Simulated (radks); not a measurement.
Eu+, 62 electrons, occupied as [Xe] 4f7 5d1 (not the ground configuration). Calculated with a radial shooting solver on a logarithmic mesh with Libxc functionals: Dirac Kohn-Sham, PBE, spin-unpolarised, spherical densities, point nucleus; open shells fill j = l - 1/2 first.

Normalised radial functions P(r) = r R(r) (large component), r in bohr:

```
   r/bohr * 4f7/2, o 5d3/2 (the largest magnitude, 1.01, reaches the edge; | marks zero, & curves that meet)
 0.002285                             &
 0.003097                             &
 0.004198                             &
 0.005689                             &
  0.00771                             &
  0.01037                             &
  0.01405                             &
  0.01904                             &
   0.0258                             &
  0.03497                             *o
  0.04702                             *o
  0.06372                             * o
  0.08636                             |* o
    0.117                             |  *o
   0.1586                             |   o *
   0.2133                             | o       *
    0.289                            o|                *
   0.3917                        o    |                      *
   0.5309                       o     |                          *
   0.7195                          o  |                         *
   0.9751                             |    o                *
    1.311                             |          o    *
    1.777                             |          *    o
    2.408                             |     *         o
    3.263                             |  *         o
    4.423                             | *      o
    5.946                             |*   o
    8.059                             * o
    10.92                             &
```

4f7/2: eigenvalue -6.652 eV, 0 radial nodes, <r> = 0.995 bohr, 90 % of the charge inside 1.77 bohr. 5d3/2: eigenvalue -6.054 eV, 2 radial nodes at r = 0.262, 0.810 bohr, <r> = 2.96 bohr, 90 % of the charge inside 4.80 bohr.
